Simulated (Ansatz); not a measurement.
A short molecular-dynamics run on CH$_{8}$B$_{2}$Si, SMILES `BC(B)[SiH3]`.

```yaml
crystal:
  periodic: [false, false, false]
  atoms:
    - {symbol: B, position_ang: [-1.070625, 1.283283, -0.153777]}
    - {symbol: C, position_ang: [-0.691757, -0.174264, 0.116978]}
    - {symbol: B, position_ang: [0.135803, -0.381416, 1.401399]}
    - {symbol: Si, position_ang: [0.857269, -0.559528, -0.933468]}
    - {symbol: H, position_ang: [-2.169795, 1.570669, -0.532684]}
    - {symbol: H, position_ang: [-0.271146, 2.154766, 0.033192]}
    - {symbol: H, position_ang: [-1.443762, -0.935853, -0.093037]}
    - {symbol: H, position_ang: [-0.019714, -1.352219, 2.082437]}
    - {symbol: H, position_ang: [0.966862, 0.427240, 1.707123]}
    - {symbol: H, position_ang: [1.557048, 0.669099, -1.370638]}
    - {symbol: H, position_ang: [0.420385, -1.370696, -2.095110]}
    - {symbol: H, position_ang: [1.806432, -1.386181, -0.128314]}
basis:
  gaussian: {orbitals: "6-31G*"}
hamiltonian: {xc: {name: PBE}}
md: {timestep: 0.5 fs, n_steps: 20, ensemble: nvt_langevin, temperature: 300, initial_velocities: maxwell_boltzmann, friction: 0.01, seed: 814}
```

```sh
$ ansatz run in.yaml --threads 2 --pin off --events-out ev --progress --plain --max-ram 4352MiB
```

```tsv
step	time (fs)	potential energy (eV)	kinetic (eV)	T (K)	conserved (eV)
0	0.0	-10387.5073	0.4266	275	–
1	0.5	-10387.5104	0.4396	283	–
2	1.0	-10387.4997	0.4025	259	–
3	1.5	-10387.4774	0.3828	247	–
4	2.0	-10387.4466	0.3593	232	–
5	2.5	-10387.4108	0.3437	222	–
6	3.0	-10387.3753	0.2873	185	–
7	3.5	-10387.3428	0.2609	168	–
8	4.0	-10387.3154	0.2406	155	–
9	4.5	-10387.2967	0.2035	131	–
10	5.0	-10387.2885	0.2179	140	–
11	5.5	-10387.2916	0.2168	140	–
12	6.0	-10387.3036	0.2201	142	–
13	6.5	-10387.3199	0.2458	158	–
14	7.0	-10387.3358	0.2538	164	–
15	7.5	-10387.3481	0.2785	180	–
16	8.0	-10387.3541	0.2797	180	–
17	8.5	-10387.3529	0.2614	169	–
18	9.0	-10387.3452	0.2595	167	–
19	9.5	-10387.3321	0.2341	151	–
20	10.0	-10387.3170	0.2199	142	–
```

Velocities are drawn at the set temperature; a run this short doesn't reach equilibrium.

Frames (Å, forces in eV/Å):

```xyz
12
time=0.0 fs
B    -1.071    1.283   -0.154    0.030    0.086   -0.031
C    -0.692   -0.174    0.117   -0.151   -0.009   -0.001
B     0.136   -0.381    1.401    0.086    0.041    0.000
Si    0.857   -0.560   -0.933    0.040    0.071    0.095
H    -2.170    1.571   -0.533   -0.232    0.054   -0.061
H    -0.271    2.155    0.033    0.143    0.186    0.035
H    -1.444   -0.936   -0.093   -0.279   -0.260   -0.061
H    -0.020   -1.352    2.082   -0.046   -0.198    0.141
H     0.967    0.427    1.707    0.161    0.149    0.090
H     1.557    0.669   -1.371    0.141    0.193   -0.084
H     0.420   -1.371   -2.095   -0.075   -0.156   -0.200
H     1.806   -1.386   -0.128    0.185   -0.158    0.078
12
time=0.5 fs
B    -1.070    1.280   -0.154    0.014    0.245   -0.045
C    -0.691   -0.172    0.119   -0.250   -0.211   -0.119
B     0.130   -0.378    1.402    0.340    0.038    0.231
Si    0.858   -0.560   -0.935    0.110   -0.090    0.021
H    -2.166    1.574   -0.531   -0.266    0.041   -0.075
H    -0.271    2.152    0.031    0.158    0.186    0.037
H    -1.445   -0.939   -0.088   -0.195   -0.169   -0.053
H    -0.029   -1.360    2.080   -0.013   -0.026    0.056
H     0.973    0.436    1.714   -0.050   -0.050    0.026
H     1.571    0.668   -1.371    0.090    0.122   -0.043
H     0.422   -1.371   -2.115   -0.009   -0.028    0.014
H     1.802   -1.397   -0.113    0.071   -0.057   -0.050
12
time=1.0 fs
B    -1.068    1.276   -0.154   -0.028    0.416   -0.069
C    -0.690   -0.170    0.121   -0.339   -0.412   -0.235
B     0.125   -0.375    1.403    0.573    0.019    0.452
Si    0.859   -0.560   -0.935    0.188   -0.241   -0.048
H    -2.164    1.577   -0.529   -0.272    0.022   -0.079
H    -0.270    2.149    0.029    0.170    0.183    0.037
H    -1.445   -0.942   -0.083   -0.117   -0.083   -0.046
H    -0.037   -1.368    2.079    0.017    0.134   -0.020
H     0.978    0.444    1.721   -0.238   -0.223   -0.034
H     1.585    0.666   -1.372    0.036    0.049    0.000
H     0.424   -1.371   -2.134    0.051    0.091    0.222
H     1.798   -1.408   -0.098   -0.041    0.043   -0.178
12
time=1.5 fs
B    -1.067    1.272   -0.154   -0.083    0.600   -0.100
C    -0.690   -0.168    0.123   -0.411   -0.601   -0.337
B     0.120   -0.372    1.404    0.774   -0.010    0.641
Si    0.860   -0.561   -0.936    0.257   -0.381   -0.098
H    -2.163    1.580   -0.527   -0.258   -0.002   -0.076
H    -0.270    2.147    0.027    0.175    0.175    0.037
H    -1.446   -0.944   -0.077   -0.050   -0.013   -0.046
H    -0.045   -1.375    2.076    0.045    0.279   -0.082
H     0.982    0.451    1.728   -0.396   -0.368   -0.082
H     1.599    0.663   -1.372   -0.012   -0.010    0.037
H     0.426   -1.371   -2.152    0.102    0.193    0.408
H     1.795   -1.419   -0.083   -0.143    0.138   -0.299
12
time=2.0 fs
B    -1.067    1.268   -0.154   -0.141    0.791   -0.132
C    -0.690   -0.166    0.124   -0.478   -0.788   -0.427
B     0.116   -0.369    1.405    0.952   -0.037    0.806
Si    0.861   -0.562   -0.937    0.308   -0.513   -0.130
H    -2.162    1.582   -0.526   -0.233   -0.026   -0.070
H    -0.269    2.144    0.024    0.172    0.160    0.033
H    -1.447   -0.946   -0.071    0.017    0.055   -0.049
H    -0.053   -1.383    2.073    0.072    0.408   -0.132
H     0.984    0.459    1.735   -0.535   -0.497   -0.126
H     1.612    0.659   -1.372   -0.051   -0.050    0.065
H     0.428   -1.371   -2.170    0.145    0.278    0.569
H     1.791   -1.429   -0.068   -0.228    0.220   -0.408
12
time=2.5 fs
B    -1.066    1.263   -0.155   -0.203    0.991   -0.168
C    -0.689   -0.165    0.126   -0.533   -0.965   -0.502
B     0.111   -0.366    1.407    1.106   -0.063    0.946
Si    0.863   -0.563   -0.938    0.350   -0.624   -0.146
H    -2.163    1.585   -0.524   -0.190   -0.055   -0.056
H    -0.268    2.142    0.021    0.157    0.136    0.027
H    -1.448   -0.949   -0.065    0.077    0.116   -0.054
H    -0.060   -1.390    2.069    0.096    0.519   -0.169
H     0.986    0.466    1.742   -0.656   -0.608   -0.167
H     1.625    0.655   -1.372   -0.084   -0.080    0.090
H     0.431   -1.370   -2.185    0.176    0.344    0.704
H     1.787   -1.439   -0.055   -0.297    0.291   -0.504
12
time=3.0 fs
B    -1.066    1.260   -0.155   -0.269    1.195   -0.212
C    -0.689   -0.164    0.127   -0.566   -1.111   -0.554
B     0.108   -0.363    1.408    1.224   -0.093    1.047
Si    0.864   -0.564   -0.939    0.392   -0.701   -0.137
H    -2.165    1.588   -0.521   -0.125   -0.091   -0.033
H    -0.265    2.139    0.017    0.131    0.101    0.021
H    -1.450   -0.951   -0.057    0.121    0.158   -0.066
H    -0.067   -1.396    2.066    0.119    0.614   -0.193
H     0.988    0.473    1.749   -0.751   -0.696   -0.198
H     1.637    0.651   -1.370   -0.118   -0.111    0.115
H     0.434   -1.367   -2.199    0.194    0.384    0.800
H     1.782   -1.449   -0.043   -0.353    0.353   -0.588
12
time=3.5 fs
B    -1.066    1.256   -0.155   -0.326    1.391   -0.253
C    -0.689   -0.164    0.128   -0.575   -1.209   -0.591
B     0.104   -0.360    1.410    1.316   -0.127    1.124
Si    0.865   -0.565   -0.940    0.437   -0.741   -0.105
H    -2.168    1.592   -0.519   -0.054   -0.132   -0.008
H    -0.263    2.138    0.013    0.096    0.054    0.013
H    -1.450   -0.953   -0.049    0.139    0.173   -0.088
H    -0.074   -1.401    2.062    0.140    0.693   -0.207
H     0.988    0.478    1.755   -0.821   -0.762   -0.219
H     1.649    0.647   -1.368   -0.154   -0.147    0.138
H     0.439   -1.364   -2.209    0.200    0.403    0.858
H     1.776   -1.458   -0.032   -0.397    0.405   -0.660
12
time=4.0 fs
B    -1.067    1.252   -0.154   -0.378    1.562   -0.290
C    -0.689   -0.164    0.129   -0.561   -1.277   -0.623
B     0.101   -0.358    1.412    1.385   -0.153    1.171
Si    0.866   -0.566   -0.941    0.469   -0.763   -0.056
H    -2.170    1.597   -0.517    0.005   -0.171    0.014
H    -0.261    2.136    0.010    0.068    0.015    0.007
H    -1.450   -0.955   -0.041    0.136    0.170   -0.115
H    -0.079   -1.405    2.057    0.152    0.741   -0.205
H     0.986    0.482    1.761   -0.863   -0.800   -0.232
H     1.661    0.643   -1.365   -0.186   -0.174    0.158
H     0.444   -1.360   -2.217    0.198    0.405    0.892
H     1.771   -1.466   -0.022   -0.427    0.445   -0.721
12
time=4.5 fs
B    -1.068    1.249   -0.154   -0.426    1.732   -0.327
C    -0.690   -0.164    0.130   -0.537   -1.341   -0.648
B     0.097   -0.356    1.414    1.432   -0.146    1.173
Si    0.868   -0.568   -0.942    0.478   -0.774    0.002
H    -2.173    1.601   -0.516    0.065   -0.208    0.036
H    -0.259    2.134    0.006    0.039   -0.023    0.002
H    -1.450   -0.956   -0.034    0.126    0.158   -0.140
H    -0.083   -1.405    2.053    0.153    0.734   -0.175
H     0.982    0.485    1.765   -0.875   -0.812   -0.234
H     1.672    0.639   -1.363   -0.207   -0.184    0.172
H     0.449   -1.355   -2.223    0.189    0.397    0.904
H     1.764   -1.473   -0.014   -0.437    0.468   -0.763
12
time=5.0 fs
B    -1.068    1.245   -0.154   -0.456    1.903   -0.363
C    -0.690   -0.164    0.130   -0.489   -1.394   -0.652
B     0.094   -0.354    1.416    1.437   -0.127    1.116
Si    0.869   -0.569   -0.943    0.464   -0.761    0.061
H    -2.175    1.604   -0.514    0.114   -0.240    0.055
H    -0.257    2.133    0.001    0.001   -0.069   -0.003
H    -1.449   -0.957   -0.027    0.101    0.131   -0.169
H    -0.088   -1.403    2.048    0.148    0.685   -0.120
H     0.977    0.485    1.768   -0.850   -0.789   -0.218
H     1.682    0.634   -1.360   -0.219   -0.184    0.181
H     0.454   -1.349   -2.228    0.174    0.376    0.894
H     1.755   -1.478   -0.009   -0.424    0.469   -0.782
12
time=5.5 fs
B    -1.069    1.242   -0.155   -0.464    2.013   -0.393
C    -0.691   -0.164    0.131   -0.417   -1.411   -0.639
B     0.092   -0.352    1.419    1.390   -0.117    0.999
Si    0.871   -0.570   -0.944    0.427   -0.731    0.125
H    -2.176    1.605   -0.513    0.129   -0.253    0.064
H    -0.254    2.130   -0.004   -0.023   -0.093   -0.002
H    -1.449   -0.957   -0.020    0.064    0.088   -0.196
H    -0.092   -1.399    2.042    0.137    0.602   -0.043
H     0.970    0.484    1.770   -0.782   -0.723   -0.182
H     1.691    0.628   -1.357   -0.222   -0.167    0.184
H     0.460   -1.342   -2.231    0.153    0.343    0.865
H     1.746   -1.482   -0.005   -0.393    0.449   -0.783
12
time=6.0 fs
B    -1.070    1.240   -0.155   -0.451    2.044   -0.410
C    -0.692   -0.165    0.132   -0.332   -1.364   -0.628
B     0.089   -0.349    1.422    1.309   -0.109    0.849
Si    0.872   -0.571   -0.945    0.380   -0.681    0.203
H    -2.176    1.605   -0.511    0.115   -0.252    0.064
H    -0.252    2.127   -0.011   -0.029   -0.095    0.002
H    -1.448   -0.957   -0.015    0.008    0.028   -0.219
H    -0.096   -1.393    2.037    0.118    0.482    0.052
H     0.961    0.480    1.772   -0.679   -0.620   -0.137
H     1.699    0.622   -1.352   -0.216   -0.139    0.183
H     0.467   -1.334   -2.233    0.124    0.294    0.811
H     1.736   -1.483   -0.002   -0.347    0.412   -0.769
12
time=6.5 fs
B    -1.071    1.238   -0.155   -0.421    2.031   -0.419
C    -0.693   -0.167    0.132   -0.213   -1.264   -0.606
B     0.087   -0.347    1.425    1.188   -0.115    0.669
Si    0.873   -0.573   -0.945    0.330   -0.606    0.293
H    -2.176    1.604   -0.508    0.083   -0.241    0.058
H    -0.251    2.124   -0.017   -0.032   -0.094    0.009
H    -1.446   -0.957   -0.010   -0.075   -0.056   -0.245
H    -0.098   -1.386    2.031    0.091    0.334    0.157
H     0.952    0.473    1.774   -0.541   -0.475   -0.083
H     1.706    0.616   -1.347   -0.205   -0.106    0.179
H     0.475   -1.325   -2.233    0.085    0.230    0.729
H     1.725   -1.484   -0.001   -0.289    0.361   -0.741
12
time=7.0 fs
B    -1.072    1.237   -0.156   -0.383    2.002   -0.424
C    -0.695   -0.168    0.132   -0.075   -1.139   -0.571
B     0.086   -0.344    1.428    1.019   -0.146    0.459
Si    0.874   -0.575   -0.946    0.274   -0.513    0.387
H    -2.177    1.602   -0.506    0.052   -0.224    0.052
H    -0.249    2.123   -0.024   -0.043   -0.100    0.014
H    -1.444   -0.956   -0.005   -0.169   -0.150   -0.271
H    -0.100   -1.378    2.027    0.058    0.171    0.263
H     0.941    0.465    1.778   -0.359   -0.287   -0.015
H     1.713    0.609   -1.342   -0.192   -0.066    0.174
H     0.485   -1.316   -2.231    0.039    0.156    0.625
H     1.714   -1.483   -0.002   -0.221    0.297   -0.694
12
time=7.5 fs
B    -1.073    1.237   -0.156   -0.336    1.939   -0.423
C    -0.696   -0.170    0.132    0.059   -0.993   -0.535
B     0.085   -0.342    1.431    0.821   -0.187    0.236
Si    0.876   -0.576   -0.947    0.204   -0.391    0.478
H    -2.177    1.600   -0.504    0.017   -0.204    0.046
H    -0.248    2.121   -0.032   -0.052   -0.103    0.020
H    -1.442   -0.956    0.000   -0.259   -0.241   -0.296
H    -0.102   -1.369    2.023    0.023    0.000    0.370
H     0.928    0.457    1.781   -0.151   -0.078    0.063
H     1.721    0.602   -1.336   -0.177   -0.022    0.166
H     0.494   -1.306   -2.228   -0.015    0.072    0.495
H     1.704   -1.482   -0.006   -0.134    0.209   -0.620
12
time=8.0 fs
B    -1.074    1.237   -0.157   -0.280    1.839   -0.415
C    -0.698   -0.172    0.133    0.179   -0.831   -0.504
B     0.084   -0.340    1.435    0.596   -0.251    0.012
Si    0.877   -0.578   -0.947    0.119   -0.239    0.572
H    -2.178    1.598   -0.502   -0.025   -0.179    0.037
H    -0.247    2.120   -0.039   -0.058   -0.102    0.026
H    -1.441   -0.957    0.004   -0.335   -0.321   -0.317
H    -0.103   -1.361    2.020   -0.008   -0.159    0.466
H     0.916    0.450    1.783    0.074    0.144    0.149
H     1.727    0.596   -1.329   -0.158    0.027    0.155
H     0.505   -1.297   -2.224   -0.076   -0.024    0.339
H     1.692   -1.479   -0.012   -0.027    0.096   -0.520
12
time=8.5 fs
B    -1.075    1.237   -0.159   -0.217    1.717   -0.398
C    -0.699   -0.174    0.133    0.274   -0.682   -0.474
B     0.083   -0.338    1.437    0.350   -0.357   -0.191
Si    0.879   -0.580   -0.948    0.024   -0.071    0.659
H    -2.178    1.595   -0.500   -0.066   -0.152    0.026
H    -0.244    2.119   -0.046   -0.067   -0.100    0.030
H    -1.441   -0.957    0.007   -0.384   -0.373   -0.329
H    -0.103   -1.355    2.021   -0.034   -0.277    0.530
H     0.903    0.443    1.786    0.305    0.369    0.235
H     1.734    0.589   -1.322   -0.138    0.077    0.144
H     0.516   -1.287   -2.220   -0.137   -0.123    0.173
H     1.681   -1.476   -0.018    0.089   -0.030   -0.406
12
time=9.0 fs
B    -1.076    1.239   -0.160   -0.173    1.570   -0.383
C    -0.701   -0.176    0.132    0.334   -0.556   -0.444
B     0.082   -0.336    1.440    0.101   -0.496   -0.365
Si    0.880   -0.582   -0.949   -0.076    0.108    0.727
H    -2.179    1.594   -0.498   -0.095   -0.128    0.020
H    -0.242    2.117   -0.053   -0.066   -0.085    0.037
H    -1.443   -0.959    0.010   -0.397   -0.390   -0.334
H    -0.104   -1.350    2.024   -0.053   -0.351    0.562
H     0.891    0.438    1.789    0.529    0.589    0.317
H     1.740    0.583   -1.315   -0.120    0.123    0.136
H     0.527   -1.278   -2.216   -0.196   -0.219    0.007
H     1.670   -1.473   -0.026    0.212   -0.166   -0.280
12
time=9.5 fs
B    -1.077    1.241   -0.161   -0.155    1.403   -0.376
C    -0.703   -0.179    0.132    0.344   -0.458   -0.416
B     0.081   -0.334    1.443   -0.134   -0.638   -0.522
Si    0.881   -0.584   -0.949   -0.174    0.295    0.777
H    -2.181    1.593   -0.497   -0.099   -0.109    0.022
H    -0.240    2.114   -0.060   -0.058   -0.060    0.044
H    -1.446   -0.962    0.012   -0.367   -0.362   -0.334
H    -0.103   -1.345    2.027   -0.072   -0.410    0.584
H     0.880    0.433    1.792    0.736    0.797    0.392
H     1.747    0.578   -1.308   -0.109    0.158    0.129
H     0.536   -1.269   -2.213   -0.250   -0.308   -0.153
H     1.660   -1.470   -0.033    0.338   -0.309   -0.148
12
time=10.0 fs
B    -1.078    1.242   -0.162   -0.156    1.220   -0.371
C    -0.704   -0.181    0.131    0.313   -0.394   -0.390
B     0.079   -0.333    1.446   -0.329   -0.767   -0.648
Si    0.883   -0.585   -0.950   -0.271    0.482    0.796
H    -2.184    1.591   -0.496   -0.094   -0.090    0.026
H    -0.238    2.111   -0.066   -0.042   -0.022    0.052
H    -1.450   -0.966    0.014   -0.298   -0.295   -0.327
H    -0.103   -1.341    2.032   -0.087   -0.445    0.591
H     0.871    0.429    1.797    0.899    0.965    0.450
H     1.752    0.574   -1.300   -0.105    0.180    0.123
H     0.545   -1.261   -2.211   -0.293   -0.380   -0.291
H     1.651   -1.467   -0.042    0.463   -0.455   -0.011
```

Hardware: 2 threads of an AMD EPYC 9R45 on a shared host. Wall time 12 s, peak host memory 0.43 GiB.
